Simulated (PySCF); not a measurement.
## A thermochemical cycle for SnTe

PBE0 in PySCF with def2-SVP on every atom (core potentials on Sn, Te), for the lowest determinant that a PBE0 search found; no spin–orbit coupling. SnTe, a singlet (closed shell), has De = 3.97 eV to neutral atoms, and SnTe⁺, a doublet (π ↑), has De = 2.87 eV to Sn⁺ + Te.

At the same level the Sn atom ionises at 7.31 eV.

Q: What is the adiabatic ionisation energy of the molecule, and does ionisation strengthen or weaken the bond?

A: IE = IE(Sn) + De(neutral) − De(ion) = 7.31 + 3.97 − 2.87 = 8.41 eV. De changes by -1.10 eV, so ionisation weakens the bond.

These are scalar-relativistic numbers at best; spin–orbit coupling would shift them, the dissociation energy most. For an ion De counts to the pair picked by the measured ionisation energies or electron affinities, which need not be the lowest pair at this level. States were picked by a PBE0 search and need not be the measured ground states.
